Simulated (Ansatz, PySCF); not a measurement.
Complex: HBr (SMILES Br) (first 2 atoms) with H4OSi (SMILES O[SiH3]); geometry from B3LYP-D3(BJ)/def2-TZVP, rigid monomers moved along the line of their centres of mass till Br1···H5 is 3.15 Å.
(charge 0, multiplicity 1):
```xyz
8

Br    -0.467    -1.377    -0.096
H      0.413    -0.308     0.254
O     -0.986     0.049     3.565
Si     0.614     0.386     3.766
H     -1.233    -0.539     2.844
H      1.397    -0.807     4.168
H      0.695     1.425     4.811
H      1.216     0.905     2.506
```

Counterpoise-corrected where a basis set is named; no monomer relaxation.

Correlated levels freeze the cores. Filled d and f shells under p-block atoms count as core. CBS(a, b) extrapolates the correlation energy as X⁻³ and adds the Hartree–Fock energy of set b.

The values were computed with Ansatz (Gaussian basis) for Hartree–Fock, density functionals and correlated methods; PySCF for the dispersion terms. Each number belongs to the level named beside it.

The comparison value is -82.6 meV (CCSD(T)/CBS(def2-SVPD, def2-TZVPPD)). It is a level with limits of its own, not the exact answer.

Task: Order these levels by how close they come to the comparison value for the interaction energy, closest first: B3LYP/def2-TZVPPD, PBE-D3(BJ)/def2-TZVPPD, PBE/def2-TZVPPD. Give each level's value less the comparison value.

Result: PBE/def2-TZVPPD (10.7 meV), PBE-D3(BJ)/def2-TZVPPD (-30.4 meV), B3LYP/def2-TZVPPD (44.0 meV)

Ansatz is a quantum-chemistry and plane-wave program.
